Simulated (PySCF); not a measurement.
C$_{2}$H$_{6}$Cl$_{2}$Sn, charge -1, doublet, geometry from GFN2-xTB (such geometries of metal compounds can be far from the true shape) (a state made from the parent by changing its charge; the spin is typed, not shown lowest) (core potentials on Sn). Base run: DF-CAMB3LYP/def2-SVP run with PySCF.

Here is a job for PySCF.
```python
from pyscf import gto, scf, dft

mol = gto.M(
    atom='''
C     1.76372903   -1.73662568    0.07130148
Sn   -0.01628524   -0.13562850   -0.03006054
C    -1.93690710   -1.43671469   -0.67180903
Cl    0.54789437    1.48232711   -1.99334049
Cl   -0.40507770    0.67347787    2.41398282
H     1.46816842   -2.53232204    0.74641837
H     2.67201876   -1.26524498    0.43134678
H     1.92379636   -2.13256648   -0.92556909
H    -2.68511086   -0.79754733   -1.12797528
H    -2.34499204   -1.91167356    0.21305304
H    -1.60843387   -2.18786323   -1.38212146
''',
    basis='def2-svp',
    ecp={'Sn': 'def2-svp'},
    charge=-1,
    spin=1,
    verbose=4,
)

mf = dft.UKS(mol)
mf.xc = 'camb3lyp'
mf = mf.density_fit(auxbasis='def2-universal-jkfit')
mf.kernel()
```

The base run was repeated with changes; each row names its change, and settings that it needs were set with it.

```tsv
change	basis functions	E (Eh)	HOMO (eV)	core-seconds (rough)
base	120	-1214.22718	-0.99	20
basis = LANL2DZ	54	-113.09288	-1.21	7
basis = def2-SV(P)	102	-1214.21192	-0.97	20
basis = def2-SVPD	174	-1214.27443	-1.68	30
basis = def2-TZVP	222	-1214.66651	-1.52	40
```

Totals compare only among sets that treat the same electrons; sets with core potentials leave the core out.

Open shells are given as the SCF converged; they aren't shown to be the lowest states, and a large step between rows can be another state.
